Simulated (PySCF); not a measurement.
Substituent effects on chemical shifts

Parent skeleton `[N:1]#[C:2][SiH:3]([NH2:4])[C:5]#[N:6]`; one hydrogen on atom 3 is replaced by X. Hydrogens on one atom are averaged.

- NMR shieldings at PBE0/pcSseg-1/GIAO
- geometry from GFN2-xTB
- code: PySCF 2.14
- relativity neglected, isolated molecule, fast rotation and ring inversion assumed for equivalent nuclei, single conformer

δ = σ(ref) − σ, references computed at the same level: 15N (267.73 ppm) vs NH3; TMS for 13C (186.93 ppm), 29Si (349.16 ppm).

Parent (X = H): N1/N6 363.6, C2/C5 121.7, Si3 -76.1, N4 12.4 ppm. Effects are Δδ = δ(X) − δ(H), positive for deshielding.

(1) Give Δδ (ppm) for X = NHSiH3, CH2F, CF3, ethynyl, CH2CN, CH3, NMe2, SH, OC2H5.

(2) Which position responds most, and to which substituents?

## Answers

(1) 
```csv
X,SMILES,N1/N6,C2/C5,Si3,N4
NHSiH3,N#C[Si](N)(C#N)N[SiH3],-6.1,+2.2,+1.6,+15.0
CH2F,N#C[Si](N)(C#N)CF,-0.3,+0.8,+4.1,+5.2
CF3,N#C[Si](N)(C#N)C(F)(F)F,+4.8,-1.8,-7.3,+5.7
ethynyl,C#C[Si](N)(C#N)C#N,-3.1,-0.5,-16.0,+13.8
CH2CN,N#CC[Si](N)(C#N)C#N,+0.7,+0.4,+6.4,+10.4
CH3,C[Si](N)(C#N)C#N,-4.7,+2.4,+17.4,+12.2
NMe2,CN(C)[Si](N)(C#N)C#N,-7.0,+2.0,+1.1,+24.1
SH,N#C[Si](N)(S)C#N,-3.9,+1.9,+14.1,+11.7
OC2H5,CCO[Si](N)(C#N)C#N,-6.0,+0.5,-12.8,+24.2
```

(2) Si3: from -16.0 ppm with ethynyl to +17.4 ppm with CH3.

Experimental scales use liquid or dissolved standards, which lie at an offset from isolated NH3 (liquid NH3: subtract about 20 ppm). Unscaled 15N shifts of sp2 nitrogen come out 20 to 40 ppm too high even then.
